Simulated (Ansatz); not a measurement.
`FC(F)(F)C1=CC(C(F)(F)F)=[O+][Al-]([F])([Cl])[O]1`, 17 atoms. Charge 0, multiplicity 1. Hardware: A = 11 threads of an AMD EPYC 7R13 on a shared host; B = 11 threads of an AMD EPYC 7R13 on a shared host and a whole NVIDIA H100 80 GB. Correlated methods freeze the cores.

(1) Give the basis size and wall time and peak host memory of each of these runs in Ansatz. RKS PBE0-D4/def2-TZVP relaxation (6 steps) [B]; RHF-CCSD(T)/def2-TZVPP energy [B]; RKS PBE0-D4/def2-SVP energy [A]; RKS PBE0-D4/def2-QZVPP energy [B]; RKS ωB97X-V/def2-TZVPP energy [B]; RKS ωB97M-V/def2-QZVPP energy [B]; RKS r2SCAN0-D4/def2-TZVPP energy [B]; direct RPA on PBE orbitals/def2-TZVPP energy [B]; RHF-MP2/def2-QZVPP energy [B]; RKS ωB97M-V/def2-TZVPP energy and forces [B]; RKS LC-ωPBE/def2-TZVPP energy [B]; RKS ωB97M-V/def2-SVP energy [A]. (Estimate.)

Answers

(1) Computed: Other jobs shared the machine, so times are rough.

| level | job | functions | wall time | peak host memory (GiB) |
| --- | --- | --- | --- | --- |
| RKS PBE0-D4/def2-SVP | energy [A] | 237 | 3.1 s | 1.3 |
| RKS LC-ωPBE/def2-TZVPP | energy [B] | 532 | 4 s | 1.3 |
| RKS ωB97X-V/def2-TZVPP | energy [B] | 532 | 4 s | 1.3 |
| RKS r2SCAN0-D4/def2-TZVPP | energy [B] | 532 | 4.4 s | 1.3 |
| RKS ωB97M-V/def2-TZVPP | energy and forces [B] | 532 | 6.5 s | 1.5 |
| RKS PBE0-D4/def2-QZVPP | energy [B] | 968 | 6.5 s | 1.6 |
| RKS ωB97M-V/def2-QZVPP | energy [B] | 968 | 8 s | 1.8 |
| direct RPA on PBE orbitals/def2-TZVPP | energy [B] | 532 | 9 s | 3 |
| RKS ωB97M-V/def2-SVP | energy [A] | 237 | 9 s | 1.5 |
| RHF-MP2/def2-QZVPP | energy [B] | 968 | 11 s | 1.7 |
| RKS PBE0-D4/def2-TZVP | relaxation (6 steps) [B] | 514 | 22 s | 1.4 |
| RHF-CCSD(T)/def2-TZVPP | energy [B] | 532 | 85 s | 1.3 |

LC-ωPBE has ω = 0.4 bohr⁻¹.
